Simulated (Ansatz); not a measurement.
`[NH2][Ga]([NH2])[SH]` and `[NH2][Al]([NH2])[SH]` differ in one element.

Ansatz, PBE0-D4/def2-TZVP geometries, multiplicity 1. Each molecule was computed in one conformer, which needn't be the lowest.

Scalar relativity is left out up to krypton.

```json
{"property": "size of the dipole moment (ωB97M-V/def2-TZVPP) / D", "`[NH2][Ga]([NH2])[SH]`": "2.17"}
{"property": "zero-point energy (PBE0-D4/def2-TZVP) / kJ/mol", "`[NH2][Ga]([NH2])[SH]`": "156.8"}
{"property": "HOMO energy (ωB97M-V/def2-TZVPP) / eV", "`[NH2][Ga]([NH2])[SH]`": "-9.38"}
{"property": "HOMO–LUMO gap (ωB97M-V/def2-TZVPP) / eV", "`[NH2][Ga]([NH2])[SH]`": "10.87"}
{"property": "ideal-gas entropy at 298 K and 1 bar (rigid rotor, harmonic PBE0-D4/def2-TZVP) / J/(mol·K)", "`[NH2][Ga]([NH2])[SH]`": "364"}
{"property": "HOMO energy (B3LYP/def2-TZVPP) / eV", "`[NH2][Ga]([NH2])[SH]`": "-6.81"}
```

Task: Give the same properties after the change, and the shifts. (Best estimate.)

Result: The calculation gave: 
```
                                                                                  property  `[NH2][Al]([NH2])[SH]`  shift
                                        size of the dipole moment (ωB97M-V/def2-TZVPP) / D                    2.12  -0.05
                                            zero-point energy (PBE0-D4/def2-TZVP) / kJ/mol                   158.7    1.9
                                                     HOMO energy (ωB97M-V/def2-TZVPP) / eV                   -9.38   0.00
                                                   HOMO–LUMO gap (ωB97M-V/def2-TZVPP) / eV                   10.87   0.00
ideal-gas entropy at 298 K and 1 bar (rigid rotor, harmonic PBE0-D4/def2-TZVP) / J/(mol·K)                     351    -13
                                                       HOMO energy (B3LYP/def2-TZVPP) / eV                   -6.86  -0.05
```

With PBE0 the HOMO falls by 0.05 eV and the LUMO rises by 0.11 eV, so the gap widens by about 0.16 eV. PBE moves the HOMO by -0.06 eV and ωB97M-V by 0.00 eV. Dipoles are sizes alone; their direction can turn.

B3LYP here is the variant with VWN-RPA as its local correlation; programs differ in this.
